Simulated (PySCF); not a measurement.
Compound: C6H9N2 (charge -1).
Numbering: `[CH3:1][CH2:2][CH2:3][c:4]1[cH:5][n-:6][cH:7][n:8]1`

NICS is the negative of the GIAO shielding at a point without a nucleus: at the ring centre (0) and 1 Å above and below it (1); zz is the component along the ring normal. Level: GIAO KT3/pcSseg-1 (PySCF, non-relativistic, gas phase) on the PBE0-D3(BJ)/def2-SVP geometry, one conformer.

Ring bond lengths (Å): C4–C5 1.396, C5–N6 1.361, N6–C7 1.341, C7–N8 1.344, N8–C4 1.365.

Question: What do the NICS probes read (ppm)?

Answer: 
```
          ring                                                 type  NICS(0)  NICS(1), two faces  NICS(1)zz, two faces  rms pucker (Å)  centre to ring atoms, mean (Å)
C4–C5–N6–C7–N8  5-membered ring with 2 N; formal bonds all aromatic    -13.3       -11.7 / -12.2         -32.0 / -33.5            0.00                            1.16
```

Question: What do they say, and how far can they be read as aromaticity?

Answer: 
- C4–C5–N6–C7–N8: mean NICS(1)zz -32.8 ppm, shielded. The ring is flat and has no four-coordinate atom; by the NICS criterion it is aromatic.

Question: And the bond-length index? Use HOMA with the parameters of Krygowski (1993).

Answer: 
- C4–C5–N6–C7–N8: HOMA 0.96; the largest term is that of N8–C4, α(R − Ropt)² = 0.09. The geometric and the magnetic index point the same way.

Question: What is the mean of the two in-plane components of NICS at the first NICS(1) probe listed for ring C4–C5–N6–C7–N8, 1 Å off the ring?

Answer: The isotropic value is a third of the trace: (3 × -11.7 − (-32.0))/2 = -1.5 ppm.

Question: How do the values depend on the level or the medium?

Answer: 
| level | NICS(0), C4–C5–N6–C7–N8 | mean NICS(1)zz, C4–C5–N6–C7–N8 |
| --- | --- | --- |
| KT3/pcSseg-1, gas | -13.3 | -32.8 |
| PBE0/pcSseg-1, gas | -12.7 | -33.3 |
| PBE0/pcSseg-1, IEF-PCM dichloromethane | -12.2 | -33.3 |
| PBE0/pcSseg-1, IEF-PCM tetrahydrofuran | -12.2 | -33.3 |

The geometry is the same throughout; the continuum's cavity takes Bondi-type radii × 1.2.

Shape of the structure used: `[CH3:1][CH2:2][CH2:3][c:4]1[cH:5][n-:6][cH:7][n:8]1`: C1–C2–C3–C4 -69°, C2–C3–C4–C5 -116°.
